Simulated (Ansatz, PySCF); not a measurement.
System: CCl, charge 0, multiplicity 2. 
Geometry from a B3LYP-D3(BJ)/def2-TZVP (Ansatz, a program for electronic structure) optimisation:
```xyz
2

C      0.0000     0.0000    -1.2243
Cl     0.0000     0.0000     0.4321
```
Charge 0, spin multiplicity 2.

Total electronic energies in hartree. Cores are frozen in the correlated levels unless marked. Open shells are spin-unrestricted. No spin-orbit coupling. No relativistic terms. CBS(X,Y): correlation extrapolated as X^-3; Hartree-Fock from the larger set (for Q and 5 zeta extrapolated as (X+1)exp(-9√X)). The bracket is a focal-point correction in the basis named.

```
level                                                                 program  energy (Eh)
-------------------------------------------------------------  --------------  -----------
HF/def2-TZVPPD                                                         Ansatz   -497.25364
HF/def2-QZVPPD                                                         Ansatz   -497.26748
SVWN5/def2-TZVPD                                                       Ansatz   -496.31868
BLYP/def2-TZVPD                                                        Ansatz   -498.15982
revPBE/def2-TZVPD                                                      Ansatz   -498.07857
BP86-D3(BJ)/def2-TZVPD                                          PySCF + dftd3   -498.21187
r2SCAN0/def2-TZVPD                                                     Ansatz   -498.10219
MN15-D3(BJ)/def2-TZVPD                                          PySCF + dftd3   -498.01925
LC-wPBE/def2-TZVPD                                                     Ansatz   -498.00135
wB97X-V/def2-TZVPD                                                     Ansatz   -498.08305
B2PLYP-D3(BJ)/def2-TZVPD                                       Ansatz + dftd3   -498.00336
RPA@PBE/cc-pV(T+d)Z                                                    Ansatz   -497.75585
MP2/aug-cc-pV(Q+d)Z                                                    Ansatz   -497.58851
SCS-MP2/6-31G*                                                         Ansatz   -497.41494
SCS-MP2/def2-SVPD                                                      Ansatz   -497.27782
SCS-MP2/cc-pVTZ                                                        Ansatz   -497.54728
CCSD/def2-TZVPP                                                        Ansatz   -497.57644
CCSD/def2-QZVPPD                                                       Ansatz   -497.61501
CCSD(T)/6-31G                                                          Ansatz   -497.27165
RI-MP2/CBS(cc-pV(T+d)Z,cc-pV(Q+d)Z)+[CCSD(T)-MP2]/cc-pV(D+d)Z          Ansatz    -497.6435
CCSD(T)/CBS(cc-pV(T+d)Z,cc-pV(Q+d)Z)                                   Ansatz    -497.6509
CCSD(T)/CBS(def2-TZVPPD,def2-QZVPPD)                                   Ansatz    -497.6515
CCSD(T)/CBS(cc-pV(Q+d)Z,cc-pV(5+d)Z)                                   Ansatz    -497.6513
```

Totals of different functionals don't rank their quality; only differences between species are comparable.
